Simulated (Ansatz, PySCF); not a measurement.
CuCl2, SMILES [Cu-]([Cl])[Cl], charge -1, multiplicity 1. Atoms are numbered in the order given.

```xyz
3

Cu     0.0000     0.0000     0.0000
Cl     0.0000     0.0000     2.1707
Cl     0.0000     0.0000    -2.1707
```
Charge -1, spin multiplicity 1.

Geometry optimised at ωB97X-D3(BJ)/def2-SVPD. The multiplicity is an assumed one; other spin states were not compared.

Two levels are set side by side: PBE-D3(BJ)/def2-SVPD (Ansatz, an electronic-structure program) and ωB97X-D3(BJ)/def2-SVPD (PySCF). Each level has its own optimised geometry; the coordinates shown are those of the second. Frequencies come from the Hessian of PySCF at each geometry. Differences are taken from unrounded values.

| quantity | ωB97X-D3(BJ) | PBE-D3(BJ) | PBE-D3(BJ) minus ωB97X-D3(BJ) |
|---|---|---|---|
| mean bond length (Å) | 2.171 | 2.158 | -0.013 |
| bond Cu1–Cl2 (Å) | 2.171 | 2.158 | -0.013 |
| bond Cu1–Cl3 (Å) | 2.171 | 2.158 | -0.013 |
| highest harmonic wavenumber (cm⁻¹) | 388 | 384 | -5 |
| mean harmonic wavenumber (cm⁻¹) | 215 | 213 | -2 |
| zero-point energy (kcal/mol) | 1.23 | 1.22 | -0.01 |

Here PBE gives about what the other level gives.
